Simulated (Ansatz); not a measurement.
Reaction (formal loss of a carbene): `CN[SiH](N)F` → `[CH2]` (triplet) + `N[SiH](N)F`

Program: Ansatz. Geometries: PBE0-D4/def2-TZVP. ΔE: electronic, gas phase. CCSD(T)/CBS adds triple-zeta CCSD(T) − MP2 to the extrapolated MP2 energy (def2 sets, frozen cores). This one scheme is used for every species. DFT in def2-TZVPP. B3LYP here is the variant with VWN-RPA as its local correlation; programs differ in this. Triplets are unrestricted, without spin–orbit coupling. Each species was taken in one conformer, which may not be the lowest.

| level | ΔE (eV) |
| --- | --- |
| PBE-D4 | 4.19 |
| B3LYP-D4 | 4.05 |
| BHLYP-D4 | 3.93 |
| CAM-B3LYP-D4 | 4.10 |
| ωB97M-V | 4.12 |
| r2SCANh | 3.82 |
| HF/def2-QZVPP | 2.61 |
| SCS-MP2/def2-QZVPP | 4.20 |

What does CCSD(T)/CBS give? (An estimate is asked.)

The calculation gave: +4.09 eV. The listed levels differ from it by 0.10, -0.04, -0.16, 0.01, 0.03, -0.27, -1.48, 0.11 eV.

Largest T1 diagnostic among the species: 0.011.

From BLYP to BHLYP (50 % exact exchange), in def2-TZVPP and without D4, ΔE moves by −0.07 eV. The D4 term adds +0.10 eV with B3LYP and +0.06 eV with PBE0; it sums over pairs of atoms, weighted by their polarisabilities, and B3LYP, whose exchange is more repulsive, gets the larger term.
